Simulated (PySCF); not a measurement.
# Mayer bond orders and bond lengths

Compound: C4H8F3NSi2.
Atom-mapped SMILES: `[F:1][C:2]([F:3])=[C:4]([F:5])[Si@@H:6]1[CH2:7][CH2:8][SiH2:9][NH:10]1` (hydrogens: H11 on Si6; H12, H13 on C7; H14, H15 on C8; H16, H17 on Si9; H18 on N10)

Structure used (PBE0-D3(BJ)/def2-SVP), in Å, numbered top down from 1:
```
atom  x, y, z in Å
F1     4.2167   -1.1990    0.9436
C2     3.2759   -0.6984    0.1883
F3     3.7429   -0.3242   -0.9779
C4     1.9902   -0.5746    0.5371
F5     1.6512   -1.0139    1.7669
Si6    0.5908    0.1463   -0.4943
C7    -0.4574    1.2827    0.5874
C8    -1.9377    1.1247    0.1896
Si9   -2.2240   -0.6766   -0.3167
N10   -0.6140   -1.0410   -0.8934
H11    1.2349    0.7819   -1.6817
H12   -0.1231    2.3318    0.5507
H13   -0.2984    0.9403    1.6249
H14   -2.1633    1.7477   -0.6929
H15   -2.6193    1.4573    0.9888
H16   -3.2605   -0.8260   -1.3863
H17   -2.6458   -1.5450    0.8299
H18   -0.3890   -1.8988   -1.3850
```

Bond orders from the PBE0/pcSseg-1 density (PySCF). Geometry: PBE0-D3(BJ)/def2-SVP, one conformer, isolated molecule.

**Question.** How far do the computed orders between heavy atoms stray from the drawn ones?

**Answer.** The largest departure is 0.289, at C2–C4 (drawn double, 1.711). Drawn single, order below 0.88: C4–F5 (0.874) and C4–Si6 (0.806).

**Question.** Set the Mayer orders of the bonds beside their lengths.

**Answer.** 
| bond | drawn as | length (Å) | Mayer order |
| --- | --- | --- | --- |
| F1–C2 | single | 1.306 | 1.044 |
| C2–F3 | single | 1.311 | 1.023 |
| C2–C4 | double | 1.338 | 1.711 |
| C4–F5 | single | 1.349 | 0.874 |
| C4–Si6 | single | 1.882 | 0.806 |
| Si6–C7 | single | 1.887 | 0.926 |
| C7–C8 | single | 1.541 | 1.017 |
| C8–Si9 | single | 1.893 | 0.919 |
| Si9–N10 | single | 1.749 | 0.953 |
| N10–Si6 | single | 1.738 | 0.992 |
| Si6–H11 | single | 1.493 | 0.913 |
| C7–H12 | single | 1.102 | 0.946 |
| C7–H13 | single | 1.104 | 0.936 |
| C8–H14 | single | 1.104 | 0.942 |
| C8–H15 | single | 1.102 | 0.949 |
| Si9–H16 | single | 1.497 | 0.924 |
| Si9–H17 | single | 1.499 | 0.922 |
| N10–H18 | single | 1.014 | 0.923 |

Bonds between the same two heavy elements. C–F: lowest C4–F5 (0.874, 1.349 Å), highest F1–C2 (1.044, 1.306 Å). C–C: lowest C7–C8 (1.017, 1.541 Å), highest C2–C4 (1.711, 1.338 Å). C–Si: lowest C4–Si6 (0.806, 1.882 Å), highest Si6–C7 (0.926, 1.887 Å); in 2 of the 3 pairs the longer bond (by over 0.003 Å) has the higher order (by 0.02 or more). N–Si: lowest Si9–N10 (0.953, 1.749 Å), highest N10–Si6 (0.992, 1.738 Å).

**Question.** Sum the orders of all bonds at each heavy atom with more than one neighbour and set the sums beside the valence in the SMILES.

**Answer.** C2 3.778 (drawn 4), C4 3.391 (drawn 4), Si6 3.637 (drawn 4), C7 3.825 (drawn 4), C8 3.827 (drawn 4), Si9 3.718 (drawn 4), N10 2.868 (drawn 3). Orders between atoms that aren't bonded are not in these sums.

For a closed shell the Mayer order of atoms A and B is Σ (PS)μν (PS)νμ over the basis functions μ on A and ν on B, with P the density and S the overlap matrix.
